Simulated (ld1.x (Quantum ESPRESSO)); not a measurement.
**Logarithmic derivatives: N (Z = 7), TM**

```json
{
 "Element": "nitrogen",
 "Generator": "ld1.x (Quantum ESPRESSO) 7.5",
 "Type": "norm-conserving Troullier–Martins (Kleinman–Bylander form)",
 "Functional": "revPBE",
 "Relativity": "non-relativistic",
 "Frozen core": "[He]",
 "Valence charge": "5",
 "Reference configuration": "2s2 2p3",
 "Partial waves": "2p (bound): rc 2.25 bohr; 2s (bound): rc 0.65 bohr",
 "Local potential": "the s channel",
 "Core correction": "none"
}
```

The phase is arctan(r·u′/u) with u = r·R(r), unwrapped; energies in Ry, scanned from -3 to 5 Ry. A pole is an energy at which the radial function vanishes at the test radius. The pseudo phase is shifted by a multiple of π to meet the all-electron one at the reference energy, and phase errors are pseudo minus all-electron; the curves can meet again beyond the range given. Levels narrower than the energy grid can be missing from the lists of poles.

| channel | radius (bohr) | reference energy (Ry) | poles, all-electron | poles, pseudo | unbroken range about the reference energy with phases within 0.05 rad | phase error 1 Ry above the reference energy (rad) |
| --- | --- | --- | --- | --- | --- | --- |
| s | 2.45 | -1.37 | -1.10 | -1.10, 4.93 | the whole range | -0.000 |
| p | 2.45 | -0.52 | -0.18, 4.98 | -0.17 | below 1.2 | +0.010 |

Phases in the s channel:

| E (Ry) | all-electron | pseudo |
| --- | --- | --- |
| -3.00 | 1.292 | 1.292 |
| -2.76 | 1.270 | 1.270 |
| -2.52 | 1.240 | 1.240 |
| -2.28 | 1.196 | 1.196 |
| -2.04 | 1.117 | 1.117 |
| -1.80 | 0.929 | 0.928 |
| -1.56 | 0.055 | 0.054 |
| -1.32 | -1.304 | -1.304 |
| -1.08 | -1.586 | -1.586 |
| -0.84 | -1.693 | -1.693 |
| -0.60 | -1.758 | -1.758 |
| -0.36 | -1.808 | -1.809 |
| -0.12 | -1.856 | -1.857 |
| 0.12 | -1.907 | -1.908 |
| 0.36 | -1.966 | -1.968 |
| 0.60 | -2.042 | -2.044 |
| 0.84 | -2.145 | -2.149 |
| 1.08 | -2.297 | -2.305 |
| 1.32 | -2.537 | -2.551 |
| 1.56 | -2.911 | -2.937 |
| 1.80 | -3.392 | -3.424 |
| 2.04 | -3.811 | -3.837 |
| 2.28 | -4.088 | -4.107 |
| 2.52 | -4.261 | -4.275 |
| 2.76 | -4.374 | -4.385 |
| 3.00 | -4.453 | -4.462 |
| 3.24 | -4.511 | -4.519 |
| 3.48 | -4.556 | -4.563 |
| 3.72 | -4.591 | -4.598 |
| 3.96 | -4.620 | -4.627 |
| 4.20 | -4.646 | -4.652 |
| 4.44 | -4.667 | -4.674 |
| 4.68 | -4.687 | -4.693 |
| 4.92 | -4.704 | -4.711 |
